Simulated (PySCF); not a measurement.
## Working out the ionisation energy of As¹⁸⁺

As¹⁸⁺ [Ne] 3s2 3p3 (4S) → As¹⁹⁺ [Ne] 3s2 3p2 (3P). All numbers are calculated (PySCF 2.14, scalar relativity by spin-free X2C-1e, in an even-tempered Gaussian basis (18 s from 1.7 bohr⁻², ratio 2.5; 12 p from 2.2 bohr⁻², ratio 2.5; 5 d from 10 bohr⁻², ratio 2.7; 4 f from 16 bohr⁻², ratio 2.7)). Frozen: 1s2; the 22 highest virtual orbitals dropped. Energies in hartree (1 hartree = 27.21139 eV):

```json
{"part": "UHF", "As¹⁸⁺ (lower)": "-2081.144156", "As¹⁹⁺ (upper)": "-2054.445380"}
{"part": "CCSD correlation", "As¹⁸⁺ (lower)": "-0.501535", "As¹⁹⁺ (upper)": "-0.486304"}
{"part": "(T)", "As¹⁸⁺ (lower)": "-0.002023", "As¹⁹⁺ (upper)": "-0.002134"}
```

What does Hartree-Fock give?

(-2054.445380) − (-2081.144156) = 26.698776 hartree = 726.511 eV.

What do CCSD and CCSD(T) give?

The CCSD correlation energies differ by 0.015231 hartree = 0.414 eV and the triples by -0.000111 hartree = -0.003 eV, so CCSD gives 726.925 eV and CCSD(T) 726.922 eV.

Reference: 728.9 ± 2.2 eV (semi-empirical (NIST evaluation); NIST Atomic Spectra Database, ionization energies), between the lowest levels; spin-orbit coupling is absent from the calculation.

What remains against the reference includes basis incompleteness, the frozen core and higher excitations.
